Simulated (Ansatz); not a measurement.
```yaml
crystal:
  periodic: [false, false, false]
  atoms:
    - {symbol: C, position_ang: [-2.098021, -0.550103, -0.488277]}
    - {symbol: C, position_ang: [-1.554664, -0.240144, 0.638668]}
    - {symbol: Ga, position_ang: [0.359797, 0.238573, 0.652614]}
    - {symbol: O, position_ang: [1.075590, 0.633924, 2.291015]}
    - {symbol: Si, position_ang: [1.844954, 0.133422, -1.109730]}
    - {symbol: H, position_ang: [-3.209985, -0.778039, -0.568188]}
    - {symbol: H, position_ang: [-1.552631, -0.605946, -1.438189]}
    - {symbol: H, position_ang: [-2.173783, -0.146378, 1.484951]}
    - {symbol: H, position_ang: [0.415265, 0.685703, 3.016085]}
    - {symbol: H, position_ang: [3.017169, -0.787929, -0.852405]}
    - {symbol: H, position_ang: [1.304531, -0.210224, -2.373364]}
    - {symbol: H, position_ang: [2.540795, 1.528804, -1.332223]}
basis:
  gaussian: {orbitals: STO-3G, nuclear_model: gaussian}
magnetization: {spin_polarized: true, initial_magnetization: 3}
hamiltonian: {xc: {name: RPBE}, dispersion: d3bjatm}
output: {forces: true}
```

```sh
$ ansatz run in.yaml --threads 4 --pin off --events-out ev --progress --plain --max-ram 10444MiB
```

It prints (some lines left out):

```
Error: a molecule whose nuclei and cores have a total charge of 72 cannot have a net charge of 0 together with 3 unpaired electrons
```

(1) What is wrong with this run?

## Answers

(1) The number of unpaired electrons doesn't fit the electron count. The input was rejected before any iteration.
